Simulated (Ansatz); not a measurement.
Mulliken charges of H$_{4}$OS$_{2}$Si, SMILES `O[SiH2]SS` from B3LYP/def2-TZVPP in Ansatz (PBE0-D4/def2-TZVP geometry).

| atom | x (Å) | y (Å) | z (Å) | charge (e) |
| --- | --- | --- | --- | --- |
| O1 | 0.268 | 1.143 | -1.342 | -0.382 |
| Si2 | 0.929 | 0.284 | -0.115 | 0.536 |
| S3 | 0.155 | -1.714 | 0.018 | -0.181 |
| S4 | -1.812 | -1.128 | 0.276 | -0.134 |
| H5 | -0.682 | 1.280 | -1.299 | 0.189 |
| H6 | 0.669 | 0.937 | 1.192 | -0.082 |
| H7 | 2.375 | 0.159 | -0.405 | -0.069 |
| H8 | -1.810 | -1.018 | 1.618 | 0.123 |

By hand: the dipole of these point charges (1 e Å = 4.8032 D).

Σ q r = (0.040, 0.206, 0.294) e Å, of length 0.361 e Å = 1.73 D.

How does the dipole of the full density compare? (Estimate.)

The calculation gave: (-0.182, 0.146, 0.258) e Å, 1.67 D; the point charges give 1.04 times that, at 38° from its direction.

Point charges leave out the atoms' own dipoles, such as those of lone pairs, and Mulliken's split depends on the basis, so the two needn't agree.

B3LYP here is the variant with VWN-RPA as its local correlation; programs differ in this.
